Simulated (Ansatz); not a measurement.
`O[SiH2]C[TeH]` → C• + 6 H• + O• + Si• + Te•  (atomization)

Computed with Ansatz on PBE0-D4/def2-TZVP structures; ΔE is electronic, products minus reactants. CCSD(T)/CBS is the MP2 limit (def2-TZVPP, def2-QZVPP) plus CCSD(T) − MP2 in def2-TZVPP, frozen cores. This one scheme is used for every species, atoms too. DFT in def2-TZVPP. No spin–orbit coupling; open shells (•) take unrestricted orbitals. Spin–orbit coupling would lower the free atoms: a little for C, O, Si; strongly for Te. Elements past krypton have def2 core potentials. Bonds to Te are less sure, by a few kJ/mol each and by 10 to 20 or more in all where they break to atoms, as the def2 sets lack core-valence functions. One conformer a species, not always the lowest.

`O[SiH2]C[TeH]`:

Cartesian coordinates in Å:
```
O 1.661 0.844 0.619
Si 0.371 0.896 -0.399
C -0.327 -0.818 -0.662
Te -0.805 -1.705 1.242
H 1.519 0.338 1.425
H 0.885 1.472 -1.667
H -0.730 1.749 0.129
H 0.425 -1.484 -1.092
H -1.217 -0.849 -1.291
H -1.782 -0.443 1.697
```

| level | ΔE (eV) | difference from CCSD(T)/CBS |
| --- | --- | --- |
| PBE-D4 | 34.52 | -0.03 |
| r2SCAN-D4 | 34.22 | -0.33 |
| PBE0-D4 | 34.00 | -0.55 |
| ωB97X-V | 34.37 | -0.18 |
| PBE | 34.27 | -0.28 |
| PBE0 | 33.78 | -0.77 |
| MP2/def2-TZVPP | 33.79 | -0.76 |
| SCS-MP2/def2-TZVPP | 33.75 | -0.80 |
| MP2/def2-QZVPP | 34.43 | -0.12 |
| HF/CBS(def2) | 24.61 | -9.94 |
| CCSD(T)/CBS | 34.55 | 0 |

Largest T1 diagnostic among the species: 0.012.

In def2-TZVPP, CCSD(T) changes the Hartree–Fock value by +8.94 eV (the triples alone add +0.51 eV) and MP2 by +9.26 eV; breaking electron pairs costs correlation energy, which Hartree–Fock lacks. From PBE to PBE0 (25 % exact exchange), in def2-TZVPP and without D4, ΔE moves by −0.49 eV: exact exchange takes away binding that semilocal exchange gives to molecules.

For atomizations the MP2-based limit and the directly extrapolated one differ by several kJ/mol either way, and by 10 to 25 for some Ge, Se and Sn compounds, so smaller differences from it don't rank the levels.
